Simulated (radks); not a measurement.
Results of a calculation; reference values are marked as such.
The scandium ion Sc2+, configuration [Ar] 5f1 (not the ground configuration). Level of theory: scalar-relativistic Kohn-Sham, LDA (Slater exchange, Perdew-Wang correlation), spin-polarised, spherical densities, point nucleus; open shells are filled with parallel spins first (a radial shooting solver on a logarithmic mesh with Libxc functionals).

Normalised radial functions P(r) = r R(r), r in bohr:

```
   r/bohr * 2p down, o 3s up, + 3s down (the largest magnitude, 1.74, reaches the edge; | marks zero, & curves that meet)
 0.003232                             *&
 0.003762                             *&
 0.004345                             *&
 0.005058                             *&
 0.005889                             * &
 0.006855                             * &
 0.007981                             * &
 0.009291                             * &
  0.01082                             *  &
  0.01249                             |* &
  0.01454                             |* &
  0.01693                             |*  &
  0.01971                             |*  &
  0.02294                             | * &
  0.02671                             | *  &
  0.03109                             |  * &
  0.03591                             |   *&
  0.04181                             |    &
  0.04867                             |    &*
  0.05666                             |   &   *
  0.06596                             |  &      *
  0.07679                             | &         *
  0.08939                             |&             *
   0.1032                            &|                *
   0.1202                          &  |                   *
   0.1399                        &    |                     *
   0.1629                      &      |                        *
   0.1896                     &       |                         *
   0.2208                    &        |                          *
    0.257                    &        |                          *
   0.2968                      &      |                         *
   0.3455                        &    |                      *
   0.4022                            &|                   *
   0.4683                             |  &            *
   0.5451                             |       &   *
   0.6346                             |       *   &
   0.7388                             |    *         &
   0.8532                             |  *             &
   0.9933                             | *              &
    1.156                             |*             &
    1.346                             *           &
    1.567                             *        &
    1.824                             *     &
    2.124                             *   &
    2.453                             * &
    2.856                             *&
    3.324                             &
     3.87                             &
    4.505                             &
    5.245                             &
    6.106                             &
    7.052                             &
    8.209                             &
    9.557                             &
    11.13                             &
    12.95                             &
    15.08                             &
    17.55                             &
    20.27                             &
     23.6                             &
    27.47                             &
    31.99                             &
```

2p down: eigenvalue -417.80 eV, 0 radial nodes, <r> = 0.308 bohr, 90 % of the charge inside 0.508 bohr. 3s up: eigenvalue -82.694 eV, 2 radial nodes at r = 0.0962, 0.424 bohr, <r> = 1.06 bohr, 90 % of the charge inside 1.58 bohr. 3s down: eigenvalue -82.687 eV, 2 radial nodes at r = 0.0962, 0.424 bohr, <r> = 1.06 bohr, 90 % of the charge inside 1.58 bohr.
